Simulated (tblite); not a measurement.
Q: Give a GFN2-xTB geometry of `C[CH]C(=C=O)OC=O` [radical]. (Doublet state.)

A: 
```
atom  x, y, z in Å
C1     2.000   -0.206   -0.043
C2     0.588   -0.393    0.372
C3    -0.392    0.565    0.152
C4    -0.194    1.721   -0.508
O5     0.044    2.762   -0.983
O6    -1.725    0.354    0.582
C7    -2.372   -0.713    0.128
O8    -1.977   -1.531   -0.643
H9     2.204   -0.741   -0.975
H10    2.672   -0.610    0.713
H11    2.228    0.846   -0.201
H12    0.289   -1.337    0.793
H13   -3.371   -0.717    0.598
```

Any rigid rotation of these coordinates is as good. Atoms count from 1 in this order. C2 (carbon bonded to 2 C and H) is planar (angles 122.7°, 119.0° and 118.1°, sum 359.8°, 0.03 Å off the plane of its three neighbours). C7 (carbon bonded to 2 O and H) is planar (angles 127.7°, 124.9° and 107.4°, sum 360.0°, 0.00 Å off the plane of its three neighbours). C3 (carbon bonded to 2 C and O) is planar (angles 124.5°, 120.9° and 114.6°, sum 360.0°, 0.02 Å off the plane of its three neighbours). The C–O distances run from 1.168 Å (C4=O5, drawn double) to 1.416 Å (C3–O6, drawn single), a spread of 0.248 Å.

Bonds between heavy atoms (Å): C1–C2 1.483, C2–C3 1.389, C3=C4 1.346, C4=O5 1.168, C3–O6 1.416, O6–C7 1.328, C7=O8 1.191.

Structure optimised with GFN2-xTB, isolated species. This method treats the open shell by occupation alone, without spin polarisation.

Point group: C1 (no symmetry element, even within 0.4 Å). Its GFN2-xTB frequencies are all real (lowest 35 cm⁻¹). Torsions: C1–C2–C3–C4 3°, C2–C3–O6–C7 -58°, C3–O6–C7–O8 -2°.

Time: 0.34 s. Hardware: one thread, Arm Neoverse V2 (aarch64), no GPU, shared host with 96 logical CPUs at a one-minute load of 37. These figures are those of the optimisation.

One conformer stands for the species.

The numbers are calculated, not measured.
